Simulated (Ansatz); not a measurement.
A run on FGa (`[F][Ga]`) with other settings.

```yaml
crystal:
  periodic: [false, false, false]
  atoms:
    - {symbol: F, position_ang: [-0.048292, -0.032332, 0.160959]}
    - {symbol: Ga, position_ang: [-0.050793, -0.006392, 1.780471]}
basis:
  gaussian: {orbitals: 6-31G}
hamiltonian: {xc: {name: B3LYP5}}
output: {forces: true}
```

```sh
$ ansatz run in.yaml --threads 2 --pin off --events-out ev --progress --plain --max-ram 32768MiB --backend cpu
```

Output, abridged:

```
Functional definition: B3LYP5
335 factors; integrals over basis functions are off by at most 5.2e-4 eV
mean field evaluation 1: about -55080.5615 eV, gradient 4.0e1 eV
mean field evaluation 2: about -55062.1371 eV, gradient 1.1e2 eV
mean field evaluation 4: about -55083.0793 eV, gradient 2.9e0 eV
mean field evaluation 8: about -55083.0949 eV, gradient 3.7e-2 eV
mean field -55083.09485588 eV, -2024.2663992910 hartree, gradient 5.1e-5 eV, S^2 0.000000; 0 other end points of the search recorded, 0 dependent functions left out
reference -55083.09503578 eV, -2024.2664059023 hartree; 20, 20 occupied and 18, 18 virtual orbitals, 335 factors
Total energy: -55083.09503578 eV, -2024.2664059023 hartree
Atom 0 at    -0.048292    -0.032332     0.160959 Å, force     0.009424    -0.097749    -6.102761 eV/Å
Atom 1 at    -0.050793    -0.006392     1.780471 Å, force    -0.009424     0.097749     6.102761 eV/Å
Dipole moment:    -0.000406     0.004208     0.262711 e Å
```

Hardware: 2 threads of an AMD EPYC 7R13 on a shared host. Wall time 0.85 s, peak host memory 0.1 GiB.
